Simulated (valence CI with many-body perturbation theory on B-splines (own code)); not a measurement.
**E1 transitions of Eu⁵⁸⁺**

Calculated by configuration interaction combined with many-body perturbation theory (CI+MBPT): three valence electrons over a frozen Dirac-Fock core [He], radial functions for each j: 11 s, 11 p, 9 d, 7 f, 5 g, 2 h, 1 i, with the one-electron correlation potential Σ1 (screened to all orders), the two-electron term Σ2, the three-electron term Σ3, Breit, model QED; selected single and double excitations, second order for the rest (own B-spline code, finite nucleus).

No measured spectrum was set against this ion. As an estimate, large intervals hold to a few tenths of a per cent, small ones and those within an open d or f shell to about a per cent.

Lines 101 to 150 of 276 in falling wavelength, among levels below 71143 × 10³ cm⁻¹, chosen from the strongest by gf and those to the six lowest levels. Wavelengths and rates use the calculated energies. Electric multipoles are in the length gauge, E1 and E2 with the static RPA response of the core. Weak lines are less certain than strong ones. Lines between different terms over intervals too small for the method are left out, as are lines whose strength nearly cancels. The highest levels of a list are the least certain.

Levels are named by their leading jj configuration (3d3/2^4 stands for four electrons in 3d with j = 3/2), which in mixed levels can hold well under half, so a name can repeat and another be missing. Letters in brackets count levels of one name in rising energy.

| λ vac (nm) | Upper | Lower | A (s⁻¹) | S (a.u.) with core polarisation | S without |
| --- | --- | --- | --- | --- | --- |
| 1.233 | (2p1/2 2p3/2^2) J=5/2 | (2s 2p1/2 2p3/2) J=3/2 [a] | 3.94e+10 | 2.19e-04 | 2.19e-04 |
| 1.179 | (2p1/2 2p3/2^2) J=1/2 | (2s 2p1/2 2p3/2) J=3/2 [a] | 3.82e+10 | 6.18e-05 | 6.19e-05 |
| 0.7609 | (2p1/2 2p3/2^2) J=3/2 | (2s 2p1/2^2) J=1/2 | 2.64e+10 | 2.30e-05 | 2.30e-05 |
| 0.7427 | (2s 2p3/2^2) J=3/2 | (2s^2 2p1/2) J=1/2 | 2.94e+10 | 2.38e-05 | 2.39e-05 |
| 0.1900 | (2s 2p1/2 3s) J=1/2 [a] | (2s 2p1/2 2p3/2) J=1/2 | 3.79e+12 | 2.57e-05 | 2.56e-05 |
| 0.1893 | (2s 2p1/2 3s) J=3/2 | (2s 2p1/2 2p3/2) J=1/2 | 2.47e+12 | 3.32e-05 | 3.31e-05 |
| 0.1892 | (2s^2 3p1/2) J=1/2 | (2s 2p1/2 2p3/2) J=3/2 [a] | 1.01e+12 | 6.77e-06 | 6.75e-06 |
| 0.1889 | (2p1/2 2p3/2 3s) J=5/2 | (2p1/2 2p3/2^2) J=5/2 | 4.71e+13 | 9.40e-04 | 9.39e-04 |
| 0.1886 | (2s 2p1/2 3s) J=1/2 [b] | (2s 2p1/2 2p3/2) J=1/2 | 3.77e+13 | 2.50e-04 | 2.49e-04 |
| 0.1877 | (2s 2p3/2 3s) J=5/2 | (2s 2p3/2^2) J=5/2 | 5.11e+13 | 1.00e-03 | 1.00e-03 |
| 0.1876 | (2s 2p1/2 3s) J=3/2 | (2s 2p1/2 2p3/2) J=5/2 | 8.04e+13 | 1.05e-03 | 1.05e-03 |
| 0.1873 | (2s 2p1/2 3s) J=1/2 [a] | (2s 2p1/2 2p3/2) J=3/2 [a] | 9.31e+13 | 6.03e-04 | 6.02e-04 |
| 0.1871 | (2s 2p3/2 3s) J=3/2 [a] | (2s 2p3/2^2) J=5/2 | 7.99e+13 | 1.03e-03 | 1.03e-03 |
| 0.1871 | (2s^2 3s) J=1/2 | (2s^2 2p3/2) J=3/2 | 1.03e+14 | 6.63e-04 | 6.62e-04 |
| 0.1866 | (2s 2p1/2 3s) J=3/2 | (2s 2p1/2 2p3/2) J=3/2 [a] | 6.58e+12 | 8.45e-05 | 8.43e-05 |
| 0.1859 | (2s 2p1/2 3s) J=1/2 [b] | (2s 2p1/2 2p3/2) J=3/2 [a] | 1.96e+12 | 1.25e-05 | 1.24e-05 |
| 0.1843 | (2s^2 3p3/2) J=3/2 | (2s 2p1/2 2p3/2) J=5/2 | 4.73e+11 | 5.85e-06 | 5.84e-06 |
| 0.1812 | (2s 2p1/2 3d3/2) J=3/2 [a] | (2s 2p1/2 2p3/2) J=1/2 | 4.92e+12 | 5.78e-05 | 5.78e-05 |
| 0.1806 | (2p1/2 2p3/2 3d3/2) J=5/2 [a] | (2p1/2 2p3/2^2) J=5/2 | 4.68e+13 | 8.17e-04 | 8.17e-04 |
| 0.1803 | (2p1/2^2 3d3/2) J=3/2 | (2p1/2^2 2p3/2) J=3/2 | 1.37e+14 | 1.58e-03 | 1.58e-03 |
| 0.1801 | (2s 2p1/2 3p1/2) J=1/2 [b] | (2s^2 2p3/2) J=3/2 | 1.30e+12 | 7.49e-06 | 7.48e-06 |
| 0.1801 | (2s 2p1/2 3d3/2) J=3/2 [b] | (2s 2p1/2 2p3/2) J=1/2 | 6.05e+12 | 6.98e-05 | 6.98e-05 |
| 0.1799 | (2s 2p1/2 3d3/2) J=1/2 | (2s 2p1/2 2p3/2) J=1/2 | 6.66e+13 | 3.83e-04 | 3.83e-04 |
| 0.1797 | (2p1/2 2p3/2 3d3/2) J=3/2 [b] | (2p1/2 2p3/2^2) J=5/2 | 9.95e+13 | 1.14e-03 | 1.14e-03 |
| 0.1796 | (2s 2p1/2 3d3/2) J=3/2 [a] | (2s 2p1/2 2p3/2) J=5/2 | 3.76e+12 | 4.30e-05 | 4.30e-05 |
| 0.1795 | (2s 2p3/2 3d5/2) J=5/2 [a] | (2s 2p3/2^2) J=3/2 | 7.78e+13 | 1.33e-03 | 1.33e-03 |
| 0.1794 | (2s 2p1/2 3d5/2) J=5/2 [a] | (2s 2p1/2 2p3/2) J=3/2 [b] | 7.69e+13 | 1.31e-03 | 1.32e-03 |
| 0.1790 | (2s 2p1/2 3d3/2) J=5/2 | (2s 2p1/2 2p3/2) J=5/2 | 1.39e+14 | 2.36e-03 | 2.36e-03 |
| 0.1790 | (2p1/2^2 3p1/2) J=1/2 | (2s 2p1/2 2p3/2) J=3/2 [a] | 2.42e+12 | 1.37e-05 | 1.37e-05 |
| 0.1790 | (2s 2p3/2 3d3/2) J=1/2 [b] | (2s 2p3/2^2) J=1/2 | 5.39e+14 | 3.05e-03 | 3.05e-03 |
| 0.1788 | (2s 2p3/2 3d3/2) J=3/2 [b] | (2s 2p3/2^2) J=3/2 | 3.30e+14 | 3.72e-03 | 3.72e-03 |
| 0.1788 | (2s 2p3/2 3d3/2) J=5/2 [a] | (2s 2p3/2^2) J=5/2 | 6.75e+13 | 1.14e-03 | 1.14e-03 |
| 0.1788 | (2s 2p3/2 3d3/2) J=3/2 [b] | (2s 2p3/2^2) J=1/2 | 2.71e+14 | 3.06e-03 | 3.06e-03 |
| 0.1787 | (2p1/2 2p3/2 3d5/2) J=5/2 [a] | (2p1/2 2p3/2^2) J=5/2 | 2.34e+14 | 3.95e-03 | 3.95e-03 |
| 0.1787 | (2s 2p1/2 3d3/2) J=3/2 [a] | (2s 2p1/2 2p3/2) J=3/2 [a] | 6.65e+13 | 7.49e-04 | 7.50e-04 |
| 0.1787 | (2s 2p3/2 3d5/2) J=1/2 | (2s 2p3/2^2) J=3/2 | 1.58e+14 | 8.89e-04 | 8.89e-04 |
| 0.1786 | (2s 2p3/2 3d5/2) J=1/2 | (2s 2p3/2^2) J=1/2 | 3.04e+14 | 1.71e-03 | 1.71e-03 |
| 0.1786 | (2s 2p3/2 3d3/2) J=3/2 [a] | (2s 2p3/2^2) J=5/2 | 1.11e+14 | 1.25e-03 | 1.25e-03 |
| 0.1785 | (2s 2p1/2 3d3/2) J=3/2 [b] | (2s 2p1/2 2p3/2) J=5/2 | 3.19e+13 | 3.58e-04 | 3.58e-04 |
| 0.1785 | (2p1/2^2 3d5/2) J=5/2 | (2p1/2^2 2p3/2) J=3/2 | 7.62e+14 | 1.28e-02 | 1.29e-02 |
| 0.1785 | (2s 2p1/2 3d5/2) J=5/2 [b] | (2s 2p1/2 2p3/2) J=3/2 [b] | 6.25e+14 | 1.05e-02 | 1.05e-02 |
| 0.1785 | (2s 2p1/2 3d5/2) J=3/2 | (2s 2p1/2 2p3/2) J=3/2 [b] | 1.35e+14 | 1.52e-03 | 1.52e-03 |
| 0.1785 | (2s 2p1/2 3d5/2) J=3/2 | (2s 2p1/2 2p3/2) J=1/2 | 6.07e+14 | 6.81e-03 | 6.82e-03 |
| 0.1783 | (2p1/2 2p3/2 3d5/2) J=5/2 [b] | (2p1/2 2p3/2^2) J=5/2 | 4.12e+14 | 6.92e-03 | 6.92e-03 |
| 0.1782 | (2s^2 3d3/2) J=3/2 | (2s^2 2p3/2) J=3/2 | 1.44e+14 | 1.61e-03 | 1.61e-03 |
| 0.1782 | (2p1/2 2p3/2 3d5/2) J=3/2 | (2p1/2 2p3/2^2) J=3/2 | 5.31e+14 | 5.93e-03 | 5.94e-03 |
| 0.1782 | (2p1/2 2p3/2 3d5/2) J=5/2 [a] | (2p1/2 2p3/2^2) J=3/2 | 5.47e+14 | 9.16e-03 | 9.17e-03 |
| 0.1781 | (2p1/2 2p3/2 3d5/2) J=7/2 [b] | (2p1/2 2p3/2^2) J=5/2 | 1.26e+15 | 2.80e-02 | 2.80e-02 |
| 0.1780 | (2s 2p1/2 3d3/2) J=5/2 | (2s 2p1/2 2p3/2) J=3/2 [a] | 2.08e+13 | 3.48e-04 | 3.48e-04 |
| 0.1779 | (2s 2p1/2 3d5/2) J=5/2 [a] | (2s 2p1/2 2p3/2) J=5/2 | 2.24e+13 | 3.74e-04 | 3.74e-04 |
